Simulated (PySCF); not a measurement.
A small calculation by hand: chemical shift, span and skew from a shielding tensor

Si(Cl)(H)2(OAc) (C₂H₅ClO₂Si), SMILES O([SiH2]Cl)C(=O)C. Atoms are numbered in the order given.

```xyz
11

Si     1.1489    -0.4053    -0.4681
Cl     1.7212     1.0895     0.8170
O     -0.4645    -0.1811    -0.9511
C     -1.4577    -0.3932    -0.0608
C     -2.8111    -0.1582    -0.6529
O     -1.2303    -0.7278     1.0705
H      1.3363    -1.7301     0.1646
H      1.9047    -0.2578    -1.7324
H     -2.8804     0.8826    -1.0019
H     -3.5859    -0.3598     0.0944
H     -2.9488    -0.8029    -1.5331
```
Charge 0, spin multiplicity 1.

Geometry: PBE0-D3(BJ)/def2-SVP. The values are those of a single conformer.

GIAO shieldings from B3LYP/pcSseg-1 (PySCF), non-relativistic, no solvent. The symmetric part of the tensor of Si1 has the principal values 336.2, 350.7, 378.1 ppm. The same nucleus in TMS has σ = 338.7 ppm at this level (PySCF, at its B3LYP-D3(BJ)/def2-TZVP geometry). Without spin–orbit terms, shifts of atoms bonded to Cl or Br come out too high.

Task: Work out the isotropic shielding, the ²⁹Si shift against TMS, the span and the skew.

Result: 
σ(iso) = (σ11 + σ22 + σ33)/3 = 355.0 ppm. δ = σ(ref) − σ(iso) = 338.7 − (355.0) = -16.3 ppm.
Span Ω = σ33 − σ11 = 41.9 ppm. Skew κ = 3(σ(iso) − σ22)/Ω = 0.31. Tumbling in solution averages the tensor to δ; in a static solid the shielding alone would spread this spin-1/2 line over Ω.
